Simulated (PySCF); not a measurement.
**Property card for `[SiH3][Si]([SiH3])([SiH3])[SiH3]` (Si(SiH3)4)**

Si(SiH3)4.
Bonds: Si1–Si2, Si1–Si6, Si1–Si10, Si1–Si14. Hydrogens: H3, H4, H5 on Si2; H7, H8, H9 on Si6; H11, H12, H13 on Si10; H15, H16, H17 on Si14.

PBE0-D3(BJ)/def2-SVP geometry optimisation, gas phase (PySCF):

```yaml
Rotational_constants_A_B_C: 1.035, 1.030, 1.023 GHz
```

From wB97X-D/def2-SVPD ground state and vertical TDDFT (core frozen in the response) (PySCF):

```yaml
Dipole_moment: 0.04 D
HOMO_energy: -9.74 eV
LUMO_energy: 1.36 eV
HOMO–LUMO_gap: 11.10 eV
Lowest_singlet_excitation: 6.68 eV (185 nm, f = 0.000)
Strongest_line_among_the_10_lowest_singlet_transitions: S4/S5 at 6.86 eV (181 nm, f = 0.010 summed over these states)
Lowest_triplet_excitation_Tamm–Dancoff: 6.06 eV
Static_isotropic_polarisability: 154.2 au
Electronic_spatial_extent_⟨r²⟩_about_the_centre_of_nuclear_charge: 1701 bohr²
```

From KT2/pcSseg-1 ground state and GIAO shieldings, non-relativistic (PySCF):

```yaml
1H_chemical_shifts_computed_TMS_as_zero_by_class: 3.79 (H3/H4/H5/H7/H8/H9/H11/H12/H13/H15/H16/H17) ppm
Isotropic_shieldings_of_nuclei_other_than_C_and_H_by_class: 462 (Si2/Si6/Si10/Si14), 512 (Si1) ppm
```

From delta-SCF UKS SCAN, pcX-2 on the ionised atom, pcseg-1 elsewhere, spin-free X2C; 2p3/2 from a spin–orbit splitting computed afterwards within the 2p shell (PySCF):

```yaml
Core_binding_energies: Si2p3/2 105.7 (Si1), Si2p3/2 106.4 (Si2/Si6/Si10/Si14), Si1s 1845.3 (Si1), Si1s 1846.1 (Si2/Si6/Si10/Si14) eV
```

Monoisotopic mass (most abundant isotopes): 151.9785 u.

The vertical singlet–triplet gap S1 − T1 is 0.62 eV (TDDFT singlet less Tamm–Dancoff triplet). In wavenumbers S1 is 53900 cm⁻¹ (1 eV = 8065.54 cm⁻¹). The polarisability is 22.84 Å³ as a volume (1 au = 0.148185 Å³), or 1.88 au for each of the 82 electrons. With B = h/(8π²I), that is 505.379 GHz u Å² over I, the principal moments of inertia are 488.4, 490.5 and 494.3 u Å² (most abundant isotopes); the inertial defect Ic − Ia − Ib is -484.6 u Å² (zero for a rigid planar frame, negative otherwise). S1 lies 4.42 eV below the HOMO–LUMO gap. No computed singlet falls in the visible range (750 to 380 nm, 1.65 to 3.26 eV); S1 lies 3.42 eV above its blue end. The rotational constants are those of a nearly spherical top.

